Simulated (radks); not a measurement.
Values are calculated unless marked as measured or tabulated.
Removal energies from the manganese ion Mn2+, [Ar] 3d(3/2: 4, 5/2: 1), by Delta-SCF beside the eigenvalue of the level emptied. Level of theory: Dirac Kohn-Sham, BLYP, spin-unpolarised, spherical densities, finite nucleus; Fermi nuclear charge, rms radius of each element as measured or else 0.836 A^(1/3) + 0.57 fm (a radial shooting solver on a logarithmic mesh with Libxc functionals). Sub-shells are occupied by j as written (lower j first in brackets).

removed from,final configuration,Delta-SCF (eV),-eigenvalue (eV)
3d5/2,"[Ar] 3d(3/2: 4, 5/2: 0)",32.427,24.253
3d3/2,"[Ar] 3d(3/2: 3, 5/2: 1)",32.568,24.376
3p3/2,"[Ne] 3s2 3p(1/2: 2, 3/2: 3) 3d(3/2: 4, 5/2: 1)",81.099,71.864
3p1/2,"[Ne] 3s2 3p(1/2: 1, 3/2: 4) 3d(3/2: 4, 5/2: 1)",82.422,73.138
